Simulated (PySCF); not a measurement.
# Identify the compound

An unknown has the formula C3H11PSi2. Its calculated NMR data are:

$^{1}$H NMR (400 MHz, computed): δ 6.06 (br s, 1H), 5.76 (br s, 1H), 4.29 (m, 2H), 4.04 (m, 2H), 2.11 (s, 3H), 1.12 (m, 2H).

$^{13}$C{$^{1}$H} NMR (computed): δ 148.5 (C), 136.9 (CH2), 30.0 (CH3).

Theoretical values (PySCF 2.14): GIAO PBE0/pcSseg-1 shieldings, GFN2-xTB structure. Non-relativistic, one computed conformer, gas phase, rapidly exchanging positions averaged.

Shifts are taken against calculated references (same method and geometry level): $^{1}$H (σ = 31.72 ppm), $^{13}$C (σ = 186.93 ppm) against TMS.

Question: Choose the structure that fits.
A. C=C(C)[SiH2][SiH2]P
B. C=C[SiH2][Si@H](C)P
C. C[SiH2]/C=C/[SiH2]P

Answer: A. 

3 carbon signals for 3 carbons: no two carbons are equivalent. Carbon types of the structure: 1 × C, 1 × CH2, 1 × CH3, leaving 6 H on heteroatoms. δC 148.5: fully substituted alkene carbon; as expected for a trigonal carbon in a double bond. δC 136.9: terminal =CH2 carbon; as expected for a trigonal carbon in a double bond. δC 30.0: allylic methyl carbon; a saturated carbon with 1 carbon neighbour and no heteroatom attached. δH 6.06, 5.76: hydrogen on a terminal =CH2 carbon; attached to an sp2 carbon and in the plane of the double bond. δH 2.11: hydrogen on an allylic methyl carbon; allylic position.

The others: C=C[SiH2][Si@H](C)P would give 8 signals for carbon-bound and other non-exchanging H, not 6; C[SiH2]/C=C/[SiH2]P has carbons computed at 159.9, 153.3, -7.0, with a different DEPT pattern.

Splittings by $^{31}$P in the carbon and heteronuclear signals aren't shown, as no couplings were computed. Shifts are as computed. Against solution values, carbons near 30 ppm lie about +3 ppm off and those near 130 ppm about +5 ppm. Of 1309 compounds with measured shifts, 239 miss one by over three times the rms of a fit or turn the order of signals round; such compounds aren't used in these exercises. Multiplicities follow the n + 1 count of equivalent neighbours, as no J values were calculated; m marks all less simple cases, F and P coupling included.
